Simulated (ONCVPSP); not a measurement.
**Potentials for iron compared**

Generated with ld1.x 7.5 (TM, RRKJ, ultrasoft, PAW), atompaw 4.2 or ONCVPSP 4.0.1. The cutoff is in Ry: for ld1.x and atompaw files where the sum of valence levels is converged to 10 mRy in a Bessel basis, for ONCV files where the hardest occupied wave has 1 mHa per electron of residual kinetic energy. The error is the largest all-electron minus pseudo excitation energy over each file’s own four to seven test configurations (ionisations up to +4, promotions, holes and added fractions of an electron), all of which were solved. The labels leave out finer settings (local radius, basis sizes, second energies), which also bear on the numbers. Spin-polarised tests are not counted. The rows are a selection from randomly drawn settings: files with unsolved tests, undetermined cutoffs or missed reference levels are left out.

A true bound ghost makes a file unfit for plane-wave use even where its test errors are small: the radial tests pick states by their node count and pass the ghost by.

| potential | cutoff (Ry) | largest error (meV) | bound ghosts |
| --- | --- | --- | --- |
| ONCV, PBEsol, scalar-relativistic, rc 1.35/1.35/1.25 (spd), local smoothed, core correction no, reference 3s2 3p6 3d6 4s2, qcut 11.6/11.2/11.5, projectors 2/2/2 | 117 | +11 | none |
| ONCV, PBE, scalar-relativistic, rc 1.10/1.00/1.80/1.75 (spdf), local smoothed, core correction yes, reference 3s2 3p6 3d6 4s1.75, qcut 14.4/14.3/8.2/7.2, projectors 2/3/2/2 | 117 | +16 | none |
| ONCV, PBE, scalar-relativistic, rc 1.50/0.85/1.35 (spd), local smoothed, core correction yes, reference 3s2 3p6 3d6 4s2, qcut 9.5/9.2/10.3, projectors 2/2/2 | 89 | +8.9 | none |
| ONCV, LDA (Perdew-Zunger), scalar-relativistic, rc 1.85/2.00/1.10/1.55 (spdf), local smoothed, core correction no, reference 3d6 4s1.5, qcut 3.5/4.8/14/7, projectors 2/2/2/3 | 150 | -340 | p |

Problem. Fill in the row for Fe: ONCV, PW91, scalar-relativistic, rc 1.40/1.25/1.65 (spd), local smoothed, core correction yes, reference 3s2 3p6 3d7 4s1, qcut 7/8.6/11.3, projectors 2/2/1.

Solution. cutoff 87 Ry, largest error +77 meV, bound ghosts: none.

Problem. Fill in the row for Fe: ONCV, LDA (Perdew-Zunger), scalar-relativistic, rc 2.15/1.25/1.10 (spd), local smoothed, core correction yes, reference 3p6 3d6 4s2, qcut 3.3/10.7/16.1, projectors 2/3/3.

Solution. cutoff 173 Ry, largest error +112 meV, bound ghosts: s.

Problem. Fill in the row for Fe: ONCV, LDA (Perdew-Wang 92), fully relativistic, rc 1.35/1.15/0.90 (spd), local d, core correction yes, reference 3s2 3p6 3d6 4s2, qcut 10.6/13.8/10.7, projectors 2/3/0.

Solution. cutoff 539 Ry, largest error -103 meV, bound ghosts: none.
